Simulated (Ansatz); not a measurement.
A nudged elastic band was laid between two geometries of CH₈AlNOSiSn (14 atoms, charge 0, multiplicity 1).

All numbers below come from RHF/def2-SVP (Ansatz).

```json
{
 "movable images": "1",
 "climbing image": "yes",
 "spring": "5.0 eV/Å²",
 "optimiser": "quadratic models (default)",
 "start path": "through a guess of the saddle point",
 "force threshold": "0.05 eV/Å",
 "iteration limit": "60",
 "end points": "relaxed"
}
```

First end point:

```xyz
14
Properties=species:S:1:pos:R:3
N 0.021 -0.989 -1.235
C 0.716 -1.948 -0.745
O 0.783 -2.215 0.495
Si -0.117 -1.256 1.720
Al -1.060 0.229 -0.055
Sn -0.015 2.727 -0.249
H 0.077 -0.913 -2.234
H 1.300 -2.601 -1.391
H -0.895 -2.302 2.425
H 0.964 -0.841 2.645
H -2.592 0.031 -0.432
H 1.384 2.772 -1.263
H -1.088 3.900 -0.910
H 0.508 3.378 1.258
```

Last end point:

```xyz
14
Properties=species:S:1:pos:R:3
N 0.222 -1.014 -1.192
C 0.852 -1.950 -0.584
O 0.741 -2.188 0.659
Si -0.348 -1.225 1.716
Al -1.037 0.209 -0.212
Sn -0.016 2.717 -0.315
H 0.418 -0.962 -2.175
H 1.534 -2.606 -1.121
H -1.208 -2.273 2.315
H 0.574 -0.776 2.786
H -2.495 -0.015 -0.805
H 0.162 3.311 -1.926
H -0.973 3.893 0.502
H 1.559 2.848 0.380
```

**Question.** What changes between the two ends?

**Answer.** No bond is made or broken. The dihedral Si4–Al5–Sn6–H13 goes from -153 to -90°.

**Question.** Give the energies along the band, and the barrier.

**Answer.** It converged. The highest image is number 0 of 0 to 2, 0.000 eV above the first end and 0.013 eV above the last; the last end lies 0.013 eV below the first. The highest image is an end point: on this band no image between the ends rises above it. So few images can step over the top or miss a turn of the path.

```
image  path coordinate (Å)  energy (eV)  dihedral Si4–Al5–Sn6–H13 (°)
    0                 0.00        0.000                          -153
    1                 1.11       -0.002                          -128
    2                 2.77       -0.013                           -90
```

The run took 71 s on 2 threads of Arm Neoverse V1, on a shared host, peak memory 0.44 GiB.
